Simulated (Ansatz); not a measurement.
Dissociation curve of HCl (cation, charge +1), doublet.

Level of theory: unrestricted B3LYP/aug-cc-pVDZ (Ansatz, an electronic-structure program).

The batch members p0 to p11 hold the bond at 0.95, 1.04, 1.11, 1.15, 1.20, 1.27, 1.30, 1.34, 1.37, 1.43, 1.49, 1.57 Å.

Ansatz input:

Ansatz 0.2 input:
```yaml
# input.yaml
basis:
  gaussian: { orbitals: aug-cc-pvdz }
hamiltonian:
  xc: b3lyp
batch:
  members: [p0.yaml, p1.yaml, p2.yaml, p3.yaml, p4.yaml, p5.yaml, p6.yaml, p7.yaml, p8.yaml, p9.yaml, p10.yaml, p11.yaml]

# p6.yaml, one of the 12 members of this batch
crystal:
  periodic: [false, false, false]
  atoms:
    - { symbol: Cl, position_ang: [0.0, 0.0, 0.0] }
    - { symbol: H, position_ang: [0.0, 0.0, 1.3] }
total_charge: 1
magnetization:
  spin_polarized: true
  initial_magnetization: 1
```

Lines of the output on each member:

```
Member 4: Total energy: -12526.67215270 eV, -460.3467107284 hartree
Member 0: Total energy: -12522.79770017 eV, -460.2043272240 hartree
Member 3: Total energy: -12526.34854845 eV, -460.3348184914 hartree
Member 6: Total energy: -12526.96132800 eV, -460.3573377245 hartree
Member 1: Total energy: -12524.97297286 eV, -460.2842670212 hartree
Member 5: Total energy: -12526.91477974 eV, -460.3556271078 hartree
Member 2: Total energy: -12525.97070091 eV, -460.3209328507 hartree
Member 7: Total energy: -12526.98191957 eV, -460.3580944511 hartree
Member 8: Total energy: -12526.97149554 eV, -460.3577113750 hartree
Member 9: Total energy: -12526.89850051 eV, -460.3550288568 hartree
Member 10: Total energy: -12526.77350372 eV, -460.3504353098 hartree
Member 11: Total energy: -12526.55354424 eV, -460.3423519478 hartree
```

The unrestricted determinant behind UKS-B3LYP is spin-contaminated at 2.34 to 4.54 Å (<S²> up to 1.3, against 0.75 for a pure doublet).
